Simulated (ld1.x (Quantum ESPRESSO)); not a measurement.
**Al: TM pseudisation with PBE, non-relativistic reference atom.**

Al, norm-conserving Troullier–Martins (Kleinman–Bylander form), made with ld1.x (Quantum ESPRESSO) 7.5 (PBE, non-relativistic). Core [Ne], reference 3s2 3p1. Waves: 3s (bound): rc 2.00 bohr; 3d channel at 0.1 Ry: rc 2.65 bohr; 3p (bound): rc 2.40 bohr. Local part: the p channel. Core correction: a·sin(br)/r model core inside 1.25 bohr.

All-electron outer shells of the reference configuration (PBE, non-relativistic, ld1.x):

```json
{"shell": "2p", "level (eV)": "-69.68", "outermost node (bohr)": "–", "outermost maximum (bohr)": "0.43"}
{"shell": "3s", "level (eV)": "-7.73", "outermost node (bohr)": "0.80", "outermost maximum (bohr)": "2.09"}
{"shell": "3p", "level (eV)": "-2.72", "outermost node (bohr)": "0.82", "outermost maximum (bohr)": "2.64"}
```

**Question.** Does the generator finish with these settings?

**Answer.** Yes, a potential is produced and its reference levels are reproduced.

**Question.** Estimate the cutoffs (Ry, on a coarse ladder) from which the occupation-weighted sum of valence levels, in a spherical-Bessel basis at the reference potential, stays within 10 and 1 mRy of its value at 400 Ry.

**Answer.** 10 Ry and 30 Ry.

**Question.** What does a ghost test show?

**Answer.** No extra level below or beside the all-electron valence levels (s, d, p, f tested).

**Question.** Which valence shell sets the plane-wave cutoff?

**Answer.** 3s: its level needs 25 Ry to come within 1 mRy, against 6 Ry for 3p.

**Question.** Tests: 3s2 3p0; 3s1 3p0; 3s2 3p0.5; 3s2 3p1.3; 3s1 3p1; 3s1 3p2; 3s0 3p3. Which has the largest error in its energy relative to the reference configuration, and how large is it?

**Answer.** 3s1 3p0, with +13 meV (all-electron minus pseudo) on +24.96 eV.
